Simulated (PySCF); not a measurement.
Fill in the blanks.

Species: C₂H₈OSi₂.
SMILES: `O[SiH2]/C=C\[SiH3]`

Conformer (atom-mapped SMILES and torsion angles): `[OH:1][SiH2:2]/[CH:3]=[CH:4]\[SiH3:5]`: O1–Si2–C3–C4 172°, H–O1–Si2–C3 57°.

| property | level | value |
| --- | --- | --- |
| rotational constants A, B, C of the GFN2-xTB geometry | GFN2-xTB | 8.428, 1.322, 1.177 GHz |
| dipole moment | PBE0/def2-SVPD | 1.73 D |
| HOMO energy | PBE0/def2-SVPD | -7.99 eV |
| LUMO energy | PBE0/def2-SVPD | ? |
| lowest singlet excitation | TDDFT PBE0/def2-SVPD | 5.56 eV (223 nm, f = 0.004) |
| strongest line among the 6 lowest singlet transitions | TDDFT PBE0/def2-SVPD | ? |
| lowest triplet excitation (Tamm–Dancoff) | TDA PBE0/def2-SVPD | 3.95 eV |
| static isotropic polarisability | PBE0/def2-SVPD | 81.6 au |
| electronic spatial extent ⟨r²⟩ about the centre of nuclear charge | PBE0/def2-SVPD | 989 bohr² |
| 13C chemical shifts (computed TMS as zero) by class | GIAO PBE0/pcSseg-1 | ? |
| 1H chemical shifts (computed TMS as zero) by class | GIAO PBE0/pcSseg-1 | ? |
| isotropic shieldings of nuclei other than C and H, by class | GIAO PBE0/pcSseg-1 | ? |

Electronic properties: PySCF, gas phase, density fitting. NMR classes are plain means over equivalent atoms (diastereotopic ones count apart unless rotation or inversion swaps them), as if these changed places fast; in this geometry the members of some classes differ.

**Question.** The 1H chemical shifts (computed TMS as zero) by class?

**Answer.** 7.35 (1 H), 7.22 (1 H), 5.34 (2 H), 4.08 (3 H), 0.84 (1 H) ppm.

**Question.** What are the isotropic shieldings of nuclei other than C and H, by class?

**Answer.** 325 (1 O), 381 (1 Si), 437 (1 Si) ppm.

**Question.** The LUMO energy?

**Answer.** -1.06 eV.

**Question.** The strongest line among the 6 lowest singlet transitions?

**Answer.** S2 at 6.36 eV (195 nm, f = 0.271).

**Question.** What are the 13C chemical shifts (computed TMS as zero) by class?

**Answer.** 164.1 (1 C), 150.1 (1 C) ppm.

The principal polarisabilities are 65.6, 76.5 and 102.6 au; their mean is the isotropic value. In wavenumbers S1 is 44800 cm⁻¹ (1 eV = 8065.54 cm⁻¹). The rotational constants make it an asymmetric top with κ = (2B − A − C)/(A − C) = -0.96, nearer the prolate limit (−1). No computed singlet falls in the visible range (750 to 380 nm, 1.65 to 3.26 eV); S1 lies 2.30 eV above its blue end.

One conformer stands for the species.
